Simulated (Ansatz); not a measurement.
Mo(OSiH3)4 (Si₄MoO₄H₁₂). Total charge 0; triplet. Geometry PBE-D4/def2-SVP, basis def2-TZVP, Ansatz.

```json
{"run": "A", "HOMO (eV)": "-6.04", "LUMO (eV)": "-1.91"}
{"run": "B", "HOMO (eV)": "-4.71", "LUMO (eV)": "-2.71"}
{"run": "C", "HOMO (eV)": "-8.98", "LUMO (eV)": "0.35"}
{"run": "D", "HOMO (eV)": "-4.25", "LUMO (eV)": "-2.92"}
```

In the def2 sets Mo takes a core potential; there is no spin–orbit coupling. LC-ωPBE has ω = 0.4 bohr⁻¹.

HOMO and LUMO are taken over both spins.

Problem. The runs used LC-ωPBE, PBE, PBE0, r2SCAN. Estimate which is which.

Solution. A PBE0 (25 % exact exchange); B r2SCAN (0 % exact exchange); C LC-ωPBE (range-separated); D PBE (0 % exact exchange). Exact exchange lowers occupied and raises empty levels; among semilocal functionals meta-GGAs tend to open the gap a little, and such runs are hard to tell apart. The gap grows from 1.32 eV (PBE) to 9.32 eV (LC-ωPBE).
